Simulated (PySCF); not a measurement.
Molfile (atoms numbered from 1):
```
C8H10Se
     RDKit          3D

 19 19  0  0  0  0  0  0  0  0999 V2000
    3.7692   -0.6016    0.0727 C   0  0  0  0  0  0  0  0  0  0  0  0
    2.9060    1.0441   -0.4633 Se  0  0  0  0  0  2  0  0  0  0  0  0
    1.0819    0.5720   -0.1977 C   0  0  0  0  0  0  0  0  0  0  0  0
    0.1162    1.5190   -0.5626 C   0  0  0  0  0  0  0  0  0  0  0  0
   -1.2363    1.2494   -0.3906 C   0  0  0  0  0  0  0  0  0  0  0  0
   -1.6761    0.0311    0.1433 C   0  0  0  0  0  0  0  0  0  0  0  0
   -3.1389   -0.2694    0.2934 C   0  0  0  0  0  0  0  0  0  0  0  0
   -0.7018   -0.9029    0.5055 C   0  0  0  0  0  0  0  0  0  0  0  0
    0.6585   -0.6454    0.3415 C   0  0  0  0  0  0  0  0  0  0  0  0
    3.5928   -0.8165    1.1355 H   0  0  0  0  0  0  0  0  0  0  0  0
    3.4347   -1.4420   -0.5507 H   0  0  0  0  0  0  0  0  0  0  0  0
    4.8441   -0.4423   -0.0865 H   0  0  0  0  0  0  0  0  0  0  0  0
    0.4244    2.4797   -0.9846 H   0  0  0  0  0  0  0  0  0  0  0  0
   -1.9707    2.0066   -0.6801 H   0  0  0  0  0  0  0  0  0  0  0  0
   -3.5436   -0.7403   -0.6186 H   0  0  0  0  0  0  0  0  0  0  0  0
   -3.3251   -0.9617    1.1275 H   0  0  0  0  0  0  0  0  0  0  0  0
   -3.7224    0.6454    0.4730 H   0  0  0  0  0  0  0  0  0  0  0  0
   -1.0100   -1.8618    0.9324 H   0  0  0  0  0  0  0  0  0  0  0  0
    1.3807   -1.4049    0.6450 H   0  0  0  0  0  0  0  0  0  0  0  0
  1  2  1  0
  2  3  1  0
  3  4  1  0
  4  5  2  0
  5  6  1  0
  6  7  1  0
  6  8  2  0
  8  9  1  0
  9  3  2  0
  1 10  1  0
  1 11  1  0
  1 12  1  0
  4 13  1  0
  5 14  1  0
  7 15  1  0
  7 16  1  0
  7 17  1  0
  8 18  1  0
  9 19  1  0
M  END
```

Geometry: PBE0-D3(BJ)/def2-SVP; GIAO shifts from PySCF 2.14.0 with density-fitted response routines, gas phase, non-relativistic, averaged over equivalent atoms.

At PBE0/pcSseg-1 (227 basis functions, 52 s wall time on 1 thread of an Arm Neoverse V1, shared host):
```json
{"atoms": "C3", "δ (ppm)": "145.0"}
{"atoms": "C6", "δ (ppm)": "137.9"}
{"atoms": "C5/C8", "δ (ppm)": "135.0"}
{"atoms": "C4/C9", "δ (ppm)": "130.4"}
{"atoms": "C7", "δ (ppm)": "22.6"}
{"atoms": "C1", "δ (ppm)": "12.4"}
{"atoms": "Se2", "δ (ppm)": "188.6"}
{"atoms": "H14/H18", "δ (ppm)": "7.20"}
{"atoms": "H13/H19", "δ (ppm)": "7.03"}
{"atoms": "H15/H16/H17", "δ (ppm)": "2.31"}
{"atoms": "H10/H11/H12", "δ (ppm)": "2.08"}
```

Chemical shifts δ = σref − σ; TMS for 13C (184.41 ppm), 1H (31.27 ppm); 77Se (1769.71 ppm) against Me2Se, all at this level.

What do these become at PBE/pcSseg-1?

Results:


```csv
atoms,δ at PBE/pcSseg-1,change
C3,144.5,-0.5
C6,135.1,-2.8
C5/C8,132.4,-2.6
C4/C9,127.3,-3.1
C7,23.4,+0.8
C1,13.5,+1.1
Se2,185.1,-3.5
H14/H18,7.03,-0.17
H13/H19,6.88,-0.15
H15/H16/H17,2.27,-0.04
H10/H11/H12,2.07,-0.01
```

δ = σ(ref) − σ, references computed at the same level: 13C (180.03 ppm) and 1H (31.20 ppm) against TMS; 77Se (1669.66 ppm) vs Me2Se.

The largest change is at Se2 (selenium bonded to 2 C). Cost: 227 basis functions, 64 s wall time on 1 thread of an Arm Neoverse V1, shared host. The order of the carbon signals is the same at both levels.

Relativistic effects, spin–orbit coupling among them, are left out; they matter for Se and for the light atoms bonded to it.
